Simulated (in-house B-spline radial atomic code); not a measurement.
## Sc2+: [Ne] 3s2 3p5 3d1 4s1 (an excited or competing configuration)

Level of theory: Dirac-Hartree-Fock, average of configuration, Fermi nucleus of rms radius 3.5459 fm; calculated with a radial B-spline atomic code at the basis-set limit.

Effective charges: Z_r = [3n² - l(l+1)]/(2<r>) from the radius, Z_e = n√(-2ε) from the energy, and Slater's rules. Values are occupation-weighted means over j.

```csv
shell,electrons,ε (eV),<r> (bohr),Z_r,Z_e,Slater
1s,2,-4567.9,0.07297,20.56,18.32,20.70
2s,2,-549.77,0.3402,17.63,12.71,16.85
2p,6,-452.39,0.3063,16.32,11.53,16.85
3s,2,-92.08,1.054,12.80,7.80,10.10
3p,5,-65.566,1.133,11.04,6.59,10.10
3d,1,-31.043,1.374,7.64,4.53,4.00
4s,1,-21.145,2.997,8.01,4.99,4.20
```

The least bound orbital is 4s1/2 at -21.14 eV, and it is also the most diffuse (<r> = 2.997 bohr).

Spin-orbit splittings of the orbital energies (j = l + 1/2 above j = l - 1/2 when positive): 2p 4.763 eV, 3p 0.5719 eV, 3d 0.03346 eV.

For the 1s electron the small component carries 0.565 % of the norm, the zero-frequency Breit interaction raises the level by 4.213 eV, self-energy by 1.975 eV, and vacuum polarisation lowers it by 0.1497 eV.
